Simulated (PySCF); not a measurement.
C3H10BNO, SMILES NB(CC)OC, GFN2-xTB optimised geometry.

```
16

B     -0.71     0.05     0.00
C     -1.44    -1.37    -0.01
C     -2.10    -1.68    -1.36
H     -2.20    -1.42     0.76
H     -0.71    -2.16     0.21
H     -1.35    -1.69    -2.15
H     -2.84    -0.93    -1.61
H     -2.59    -2.65    -1.34
O      0.65     0.05     0.00
C      1.43     1.22    -0.01
H      1.23     1.84     0.88
H      2.48     0.92     0.00
H      1.23     1.82    -0.90
N     -1.47     1.23     0.00
H     -2.48     1.22     0.00
H     -1.09     2.16    -0.01
```

Density from B3LYP/def2-TZVP run with PySCF at that geometry.

Minimum of the electron density along straight lines between bonded atoms, close to the bond critical point (lines longer than 1.1 times the sum of covalent radii, or with two minima, are not listed):

| bond | length / Å | ρ at the minimum / e bohr⁻³ | ∇²ρ there / e bohr⁻⁵ | position (fraction from the first atom) |
|---|---|---|---|---|
| B1–C2 | 1.601 | … | -0.41 | 0.34 |
| C2–C3 | 1.532 | … | -0.57 | 0.50 |
| C2–H4 | 1.092 | 0.275 | -0.92 | 0.63 |
| C2–H5 | 1.090 | 0.278 | -0.94 | 0.63 |
| C3–H6 | 1.087 | 0.281 | -0.97 | 0.64 |
| C3–H7 | 1.088 | 0.280 | -0.96 | 0.63 |
| C3–H8 | 1.089 | 0.280 | -0.96 | 0.64 |
| B1–O9 | 1.359 | 0.207 | 0.97 | 0.33 |
| O9–C10 | 1.403 | 0.265 | -0.59 | 0.65 |
| C10–H11 | 1.095 | 0.283 | -0.99 | 0.64 |
| C10–H12 | 1.091 | 0.287 | -1.02 | 0.65 |
| C10–H13 | 1.095 | 0.283 | -0.99 | 0.64 |
| B1–N14 | 1.404 | 0.210 | … | 0.33 |
| N14–H15 | 1.003 | 0.344 | -1.73 | 0.74 |
| N14–H16 | 1.005 | 0.343 | -1.69 | 0.73 |

Q: Fill in the missing entries.

A: 
- B1–C2, ρ at the minimum / e bohr⁻³: 0.185
- C2–C3, ρ at the minimum / e bohr⁻³: 0.239
- B1–N14, ∇²ρ there / e bohr⁻⁵: 0.55
